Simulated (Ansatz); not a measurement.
A structure relaxed at PBE0-D4/def2-TZVP, charge 0, multiplicity 1:

| atom | x (Å) | y (Å) | z (Å) |
| --- | --- | --- | --- |
| N1 | -1.604 | 1.048 | 0.877 |
| Si2 | -1.289 | 0.696 | -0.765 |
| O3 | -0.516 | -0.720 | -1.080 |
| Ge4 | 0.956 | -1.362 | -0.339 |
| N5 | 1.766 | 0.027 | 0.545 |
| H6 | -0.840 | 1.276 | 1.492 |
| H7 | -2.368 | 0.616 | 1.369 |
| H8 | -0.468 | 1.811 | -1.304 |
| H9 | -2.600 | 0.603 | -1.453 |
| H10 | 0.575 | -2.418 | 0.710 |
| H11 | 1.784 | -1.929 | -1.504 |
| H12 | 2.167 | -0.212 | 1.440 |
| H13 | 2.436 | 0.563 | 0.012 |

(1) Give its formula and SMILES.

(2) Point group (tolerance 0.08 Å, 0.16 Å for H)?

(3) Summarise the bond lengths by kind.

Answers

(1) GeH8N2OSi, `N[SiH2][O][GeH2][NH2]`.

(2) C1.

(3) 1 × N–Si 1.709 Å; 4 × H–N 1.006 to 1.010 Å; 1 × O–Si 1.644 Å; 2 × H–Si 1.483 to 1.486 Å; 1 × Ge–O 1.769 Å; 1 × Ge–N 1.835 Å; 2 × Ge–H 1.536 to 1.537 Å.

Program: Ansatz 0.2.0.
